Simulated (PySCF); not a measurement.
**Working out the excitation energy of Ba**

Ba [Xe] 6s2 (1S) → Ba [Xe] 5d2 (3F). All numbers are calculated (PySCF 2.14, a scalar-relativistic core potential, in def2-QZVPPD with the def2 core potential (46 electrons) (7s5p3d2f1g, 60 functions)). Frozen: 5s2 5p6. Energies in hartree (1 hartree = 27.21139 eV):

| part | Ba (lower) | Ba (upper) |
| --- | --- | --- |
| UHF | -25.095222 | -25.009433 |
| CCSD correlation | -0.023829 | -0.006282 |
| (T) | 0.000000 | 0.000000 |

Q: What does Hartree-Fock give?

A: (-25.009433) − (-25.095222) = 0.085789 hartree = 2.334 eV.

Q: What do CCSD and CCSD(T) give?

A: The CCSD correlation energies differ by 0.017547 hartree = 0.477 eV and the triples by 0.000000 hartree = 0.000 eV, so CCSD gives 2.811 eV and CCSD(T) 2.811 eV.
